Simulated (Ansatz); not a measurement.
Compare A (`[NH2][Al]([OH])[SiH3]`) with its isomer B (`[NH2][AlH][SiH2]O`).

Calculated with Ansatz (gas phase, PBE0-D4/def2-TZVP geometries, no zero-point term in ΔE). CCSD(T)/CBS is the MP2 limit (def2-TZVPP, def2-QZVPP) plus CCSD(T) − MP2 in def2-TZVPP, frozen cores. Functionals use def2-TZVPP. B3LYP here is the variant with VWN-RPA as its local correlation; programs differ in this. One conformer a species, not always the lowest.

A:

```xyz
10

N     1.504    1.345   -0.423
Al    0.365    0.344    0.475
O     0.437    0.461    2.169
Si   -1.212   -1.116   -0.693
H     2.179    1.967   -0.008
H     1.568    1.372   -1.427
H    -0.128   -0.031    2.761
H    -1.028   -2.545   -0.307
H    -1.059   -1.033   -2.174
H    -2.626   -0.764   -0.374
```

B:

Z-matrix (Å, degrees):
```
Si
Al 1 2.466
O 1 1.666 2 112.2
H 1 1.498 2 111.5 3 -124.3
H 1 1.490 2 112.0 3 117.1
N 2 1.771 1 115.9 3 -8.9
H 2 1.589 1 126.9 3 170.1
H 3 0.958 1 116.4 2 -59.9
H 6 1.008 2 125.3 1 179.4
H 6 1.008 2 124.5 1 -4.5
```

Task: Which is lower in electronic energy at CCSD(T)/CBS, and by how much? (An estimate is asked.)

Result: The calculation gave: A, by 71.0 kJ/mol.

Task: Give E(B) − E(A) in kJ/mol with CCSD/def2-TZVPP, CCSD(T)/def2-SVP, B2PLYP, B3LYP-D4, MP2/def2-TZVPP, BLYP-D4, PBE-D4. (Estimate.)

Result: Ansatz gave: CCSD/def2-TZVPP 71.5, CCSD(T)/def2-SVP 80.3, B2PLYP 71.1, B3LYP-D4 69.2, MP2/def2-TZVPP 73.2, BLYP-D4 68.8, PBE-D4 69.1. None reverses the order clearly.

Task: Does the order hold for the free energy at 298.15 K (harmonic terms from PBE0-D4)? (Best estimate.)

Result: The calculation gave: Yes: G(B) − G(A) = +72.9 kJ/mol, for one conformer each. Modes under 60 cm⁻¹, often nearly free rotors, make the harmonic entropy too high.

Largest T1 diagnostic: 0.013.

Leaving LDA and LC-ωPBE aside and taking each functional with its dispersion term where it has one, the values, not all of them listed here, spread over 11.3 kJ/mol, from B97M-V to r2SCAN-D4. At CCSD(T), def2-SVP lies +9.3 kJ/mol from the extrapolated value and def2-TZVPP +1.0 kJ/mol.
